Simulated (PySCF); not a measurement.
## Nb⁺ (niobium, charge +1) across methods

[Kr] 4d3 5p1, one real determinant (an excited configuration). Calculation: PySCF 2.14, in aug-cc-pVDZ-PP with ECP28MDF (5s5p4d2f, 54 functions); scalar relativity through the core potential.

```tsv
method	E (hartree)	mean ε 4p β (eV)	mean ε 4d α (eV)	mean ε 5p α (eV)	Σ⟨r²⟩ (bohr²)	⟨S²⟩
UHF	-55.78204	-51.284	-18.616	-9.225	47.38	6.003
r2SCAN	-56.2538	-44.369	-13.681	-7.727	45.52	6.001
BLYP	-56.1909	-43.588	-13.111	-7.455	45.84	6.000
PBE	-56.2303	-43.681	-13.344	-7.677	45.75	6.000
LDA	-56.0617	-43.682	-13.326	-7.736	45.73	6.000
BHandHLYP	-56.1505	-47.937	-16.058	-8.409	46.24	6.001
PBE0	-56.2201	-45.866	-14.801	-8.165	45.88	6.001
MN15	-56.1065	-46.622	-15.199	-8.484	46.11	6.001
r2SCANh	-56.2429	-45.140	-14.232	-7.912	45.60	6.001
```

⟨L²⟩ = 14.05 against 20 for a pure G term, so this real determinant mixes terms. Energies and moments cover only the electrons outside the core potential.
